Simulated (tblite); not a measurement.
Species: C₆H₈F₃N.
Z-matrix (Å and degrees, GFN2-xTB geometry), rows numbered from 1:
```
N 
C   1  1.4114
C   2  1.5445  1  125.57
C   3  1.5386  2   74.01  1   176.69
C   4  1.4989  3  126.97  2   179.82
F   5  1.3446  4  112.22  3   -60.02
F   5  1.3446  4  112.18  3  -179.74
F   5  1.3433  4  112.68  3    60.13
C   4  1.5366  3   88.26  2    44.49
C   4  1.5386  3   87.80  2   -43.83
H   1  1.0132  2  111.65  3    60.47
H   1  1.0132  2  111.65  3  -176.79
H   3  1.0871  2  117.11  1   -71.21
H   3  1.0863  2  116.73  1    64.52
H   9  1.0875  2  117.34  1   -68.35
H   9  1.0875  2  117.34  1    68.39
H  10  1.0863  2  116.73  1   -64.55
H  10  1.0872  2  117.13  1    71.20
```

Computed with GFN2-xTB (tblite): harmonic, unscaled wavenumbers at the GFN2-xTB geometry, gas phase. This tight-binding method is rough: wavenumbers can miss measured ones by several per cent, in bad cases by 10 to 20. One conformer, not necessarily the lowest.

Harmonic wavenumbers (cm⁻¹): 33.9, 117.8, 119.3, 208.6, 301.2, 301.4, 334.9, 399.7, 402.3, 505.0, 507.8, 568.7, 571.8, 657.9, 708.1, 835.5, 862.3, 877.1, 932.2, 939.9, 981.0, 1018.4, 1044.3, 1048.3, 1050.4, 1060.3, 1064.5, 1102.3, 1144.3, 1148.5, 1158.4, 1164.0, 1181.0, 1239.2, 1319.1, 1395.6, 1484.3, 1484.7, 1527.8, 1532.6, 3010.3, 3014.3, 3019.3, 3019.8, 3027.5, 3031.3, 3399.9, 3433.4.

A = 2970, B = 852.9, C = 851.8 MHz; mass 151.061 u (most abundant isotopes); point group Cs, symmetry number 1.

Task: What is the zero-point energy?

Result: ½Σν̃ = 29645 cm⁻¹ = 84.76 kcal/mol.

Task: Entropy at 298.15 K, 1 bar (ideal gas, RRHO, classical rotation)?

Result: Translation 40.97, rotation 29.39, vibration 24.55: S = 94.9 cal/(mol K).

Task: And Cp and H(298.15 K) − H(0)?

Result: Cp = 37.02 cal/(mol K), of which vibrations give 29.07 (their classical limit is 48 R = 95.4); H(298.15 K) − H(0) = 6.36 kcal/mol without the zero-point energy, 3.99 from vibrations.

Task: Which modes carry the vibrational entropy at 298.15 K?

Result: 33.9 cm⁻¹: 5.59; 117.8 cm⁻¹: 3.14; 119.3 cm⁻¹: 3.11; 208.6 cm⁻¹: 2.06; 301.2 cm⁻¹: 1.41; 301.4 cm⁻¹: 1.41 cal/(mol K); the other 42 give 7.84 together.

Task: What must be added to the electronic energy to get the Gibbs energy at 298.15 K and 1 bar?

Result: ZPE + [H(298.15 K) − H(0)] − T·S = 84.76 + 6.36 − 28.30 = 62.82 kcal/mol.

Task: How do the functions run with temperature in this model?

Result: 
```csv
T (K),S (cal/(mol K)),Cp (cal/(mol K)),H − H(0) (kcal/mol),G − H(0) (kcal/mol),ln q(vib)
50,58.9,11.7,0.48,-2.47,0.54
100,68.3,16.1,1.17,-5.66,1.45
373.15,104.1,45.1,9.45,-29.40,7.34
500,119.0,56.6,15.93,-43.56,10.36
750,145.0,71.4,32.10,-76.65,16.33
1000,166.8,80.3,51.13,-115.71,21.98
```

q(vib) and H(0) count from the zero-point level.

Task: Blend soft modes into free rotors: weight 1/[1 + (100 cm⁻¹/ν̃)⁴] for the oscillator and the rest for a rotor with moment μB/(μ + B), μ = h/(8π²ν), B = 10⁻⁴⁴ kg m². What vibrational entropy results?

Result: 22.64 cal/(mol K) in place of 24.55, which changes −T·S at 298.15 K by +0.57 kcal/mol.

Hindered rotation and anharmonicity are outside this model. Other conformers, if any are populated, would add a mixing term that is left out.
